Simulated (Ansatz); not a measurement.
Basis-set extrapolation for C₂H₆BClSi (PBE0-D4/def2-TZVP geometry, frozen core, Ansatz). Multiplicity 1, RHF reference.

```json
{"": "HF", "def2-TZVPP": "-852.316869", "def2-QZVPP": "-852.343445"}
{"": "MP2 correlation", "def2-TZVPP": "-0.770586", "def2-QZVPP": "-0.826631"}
{"": "CCSD(T) correlation", "def2-TZVPP": "-0.858219", "def2-QZVPP": "not run"}
```

Energies in hartree. Use E(X) = E(∞) + A·exp(−7.88·√X) for Hartree–Fock and E(X) = E(∞) + B·X^(−2.97) for correlation, with X = 3 and 4, and add CCSD(T) minus MP2 of the smaller set to the MP2 limit.

Q: What is the CCSD(T) energy at the basis-set limit?

A: HF limit: -852.343445 + (-0.026576) × 0.13774 = -852.34711. MP2 limit: -0.826631 + (-0.056045) × 0.74074 = -0.86815. Higher-order term: -0.858219 − (-0.770586) = -0.08763. Total: -853.30289 hartree, 335.5 kJ/mol below CCSD(T)/def2-TZVPP.
